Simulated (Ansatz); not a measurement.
Consider the atomization: `O[SiH]S[SiH](O)F`• → F• + 4 H• + 2 O• + S• + 2 Si•.

Computed with Ansatz on PBE0-D4/def2-TZVP structures; ΔE is electronic, products minus reactants. CBS: MP2 limit from def2 TZ/QZ plus the TZ coupled-cluster correction, frozen cores. This one scheme is used for every species, atoms too. Functionals use def2-TZVPP. B3LYP here is the variant with VWN-RPA as its local correlation; programs differ in this. No spin–orbit coupling; open shells (•) take unrestricted orbitals. Spin–orbit coupling would lower the free atoms: a little for F, O, S, Si. One conformer a species, not always the lowest.

CCSD(T)/CBS gives +38.46 eV.

Another level gave +37.67 eV. Which?
A. B3LYP-D4/def2-TZVPP
B. B2PLYP/def2-TZVPP
C. PBE/def2-TZVPP
D. PBE-D4/def2-TZVPP

B. B2PLYP 37.67, B3LYP-D4 37.99, PBE-D4 38.78, PBE 38.47 eV.

Largest T1 diagnostic among the species: 0.014.

From PBE to PBE0 (25 % exact exchange), in def2-TZVPP and without D4, ΔE moves by −0.85 eV: exact exchange takes away binding that semilocal exchange gives to molecules. In def2-TZVPP, CCSD(T) changes the Hartree–Fock value by +9.91 eV (the triples alone add +0.68 eV) and MP2 by +11.13 eV; breaking electron pairs costs correlation energy, which Hartree–Fock lacks. The D4 term adds +0.51 eV with B3LYP and +0.27 eV with PBE0; it sums over pairs of atoms, weighted by their polarisabilities, and B3LYP, whose exchange is more repulsive, gets the larger term.

For atomizations the MP2-based limit and the directly extrapolated one differ by several kJ/mol either way, and by 10 to 25 for some Ge, Se and Sn compounds, so smaller differences from it don't rank the levels.
